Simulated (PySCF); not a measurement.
Working out the ionisation energy of Ta⁺

Ta⁺ [Xe] 4f14 5d3 6s1 (5F) → Ta²⁺ [Xe] 4f14 5d3 (4F). Calculation: PySCF 2.14, in aug-cc-pwCVDZ-PP with ECP60MDF (6s6p5d3f, 70 functions); a scalar-relativistic core potential. Frozen: 5s2 5p6. Energies in hartree (1 hartree = 27.21139 eV):

```tsv
part	Ta⁺ (lower)	Ta²⁺ (upper)
UHF	-56.531429	-56.009906
CCSD correlation	-0.031624	-0.016120
(T)	-0.000291	-0.000050
```

Problem. What does Hartree-Fock give?

Solution. (-56.009906) − (-56.531429) = 0.521523 hartree = 14.191 eV.

Problem. What do CCSD and CCSD(T) give?

Solution. The CCSD correlation energies differ by 0.015504 hartree = 0.422 eV and the triples by 0.000241 hartree = 0.007 eV, so CCSD gives 14.613 eV and CCSD(T) 14.620 eV.

Reference: 16.2 ± 0.5 eV (semi-empirical (NIST evaluation); NIST Atomic Spectra Database, ionization energies), between the lowest levels; spin-orbit coupling is absent from the calculation.

A double-zeta basis recovers only part of the correlation energy.

What remains against the reference includes basis incompleteness, the frozen core and higher excitations.
